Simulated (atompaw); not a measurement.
**Pseudopotential generation for germanium (Ge): PAW (atompaw), PBE, scalar-relativistic.**

germanium (Ge), PAW, made with atompaw 4.2.0.5 (PBE, scalar-relativistic). Core [Ne], reference 3s2 3p6 3d10 4s2 4p1.75 (charge +0.25). Waves: 3s (bound): rc 0.90 bohr; 4s (bound): rc 1.20 bohr; 3p (bound): rc 1.05 bohr; 4p (bound): rc 1.20 bohr; 3d (bound): rc 1.20 bohr; 3d channel at -1.9 Ry: rc 1.20 bohr. Local part: troulliermartins scheme with l = 3 at 0 Ry, radius 0.90 bohr. Core correction: smooth core density matched at 1.10 bohr. Augmentation charge: besselshape compensation charge, radius 0.90 bohr; PAW radius 1.20 bohr; waves and projectors: custom polynom gramschmidtortho.

All-electron outer shells of the reference configuration (PBE, scalar-relativistic, ld1.x):

| shell | level (eV) | outermost node (bohr) | outermost maximum (bohr) |
| --- | --- | --- | --- |
| 2s | -1373.84 | 0.06 | 0.18 |
| 2p | -1200.76 | – | 0.14 |
| 3s | -170.53 | 0.26 | 0.54 |
| 3p | -117.66 | 0.23 | 0.54 |
| 3d | -31.35 | – | 0.50 |
| 4s | -13.61 | 0.77 | 1.73 |
| 4p | -5.59 | 0.82 | 2.19 |

Problem. Does the generator finish with these settings?

Solution. Yes, a potential is produced.

Problem. Estimate the cutoffs (Ry, on a coarse ladder) from which the occupation-weighted sum of valence levels, in a spherical-Bessel basis at the reference potential, stays within 10 and 1 mRy of its value at 400 Ry.

Solution. 120 Ry and 200 Ry.

Problem. What does a ghost test show?

Solution. No extra level below or beside the all-electron valence levels (s, p, d, f tested).

Problem. Is the overlap operator S = 1 + Σ q|β⟩⟨β| positive definite (Bessel basis up to 400 Ry)?

Solution. Yes: its lowest eigenvalue is 0.68 (s channel).
